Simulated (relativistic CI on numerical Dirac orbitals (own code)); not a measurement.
One change at a time: As XXV

Base calculation: Dirac-Coulomb-Breit CI, orbitals from a KLI potential per configuration, model QED (radiative potential, 1s self-energy scaled to tabulated hydrogen-like ionisation energies), unscaled Slater integrals.

Configuration list (outside the closed core 1s2): 2s2 2p5, 2s 2p6, 2p6 3s, 2p6 3p, 2p6 3d, 2s2 2p4 3s, 2s2 2p4 3p, 2s2 2p4 3d, 2s 2p5 3s, 2s 2p5 3p, 2s 2p5 3d, 2s2 2p4 4s, 2s2 2p4 4p, 2s2 2p4 4d, 2s2 2p4 4f, 2s 2p5 4s, 2s 2p5 4p, 2s 2p5 4d, 2s2 2p3 3s2, 2s 2p5 4f, 2s2 2p4 5s, 2s2 2p4 5p, 2s2 2p4 5d, 2s2 2p3 3s 3p, 2s2 2p4 5f, 2s2 2p4 5g, 2s2 2p3 3p2, 2s2 2p3 3s 3d, 2s2 2p3 3p 3d, 2s 2p4 3s2, 2s 2p4 3s 3p, 2s2 2p3 3d2, 2s 2p5 5s, 2s 2p5 5p, 2s 2p4 3p2, 2s 2p5 5d. Levels of other configurations are missing.

Variants: (1) valence Slater integrals scaled by 0.9; (2) configuration mixing switched off; (3) Breit term removed. Shifts of the energy above 2s2 2p5 2P°_3/2, in eV, for the lowest level and the first level of each name with at least 55 % of one term (blank where a level changes its place among those of its configuration and J or its character, or is not in the variant):

```tsv
Level	Base	Δ(1)	Δ(2)	Δ(3)
2s2 2p5 2P°_3/2	0.00	0.00	0.00	0.00
2s2 2p5 2P°_1/2	37.48	0.00	0.00	+0.78
2s 2p6 2S_1/2	200.99	+0.09	+0.41	-0.19
2s2 2p4 3s 4P_5/2	1395.99	+0.74	-0.03	+1.32
2s2 2p4 3s 2P_3/2	1400.53	+0.24	+0.03	+1.26
2s2 2p4 3s 4P_3/2	1431.43	+0.94	+0.08	+1.75
2s2 2p4 3s 2P_1/2	1435.01	+0.55	+0.20	+1.73
2s2 2p4 3s 2D_5/2	1444.07	-0.49	+0.05	+2.28
2s2 2p4 3s 2D_3/2	1445.31	-0.55	+0.06	+2.24
2s2 2p4 3p 2P°_1/2	1448.47	+0.80	+0.79	+1.12
2s2 2p4 3p 4D°_7/2	1449.95	+0.70	-0.51	+1.35
2s2 2p4 3p 4P°_1/2	1473.19	+1.29	+0.24	+1.52
2s2 2p4 3p 4D°_5/2	1483.90			
2s2 2p4 3s 2S_1/2	1487.18	-0.82	+3.79	+2.37
2s2 2p4 3p 2F°_5/2	1487.41	-0.36	-0.47	+2.11
2s2 2p4 3p 2F°_7/2	1496.31	-0.31	-0.48	+2.36
2s2 2p4 3d 4D_5/2	1502.69	+1.07	-0.39	+1.41
2s2 2p4 3d 4D_7/2	1503.56	+1.09	-0.52	+1.59
2s2 2p4 3d 4F_9/2	1506.85	+0.66	-0.83	+1.63
2s2 2p4 3d 2F_7/2	1507.94	+0.38	-0.76	+1.53
2s2 2p4 3d 4D_1/2	1536.16	+1.33	-0.32	+1.74
2s2 2p4 3d 2P_3/2	1546.36	+0.51	-0.42	+2.09
```

At this charge energies of transitions that change n are usually good to better than 1 %, and those within a shell (Δn = 0) to a few per cent.

Ionisation energy from the two ground configurations alone: base 2481.99 eV; valence Slater integrals scaled by 0.9 2482.51 eV; Breit term removed 2483.63 eV. The NIST ASD value (semi-empirical) is 2486 eV.

LS names give the leading component of a level, which can be under half, so a name can repeat, a term be missing and a line seem to break the LS rules.
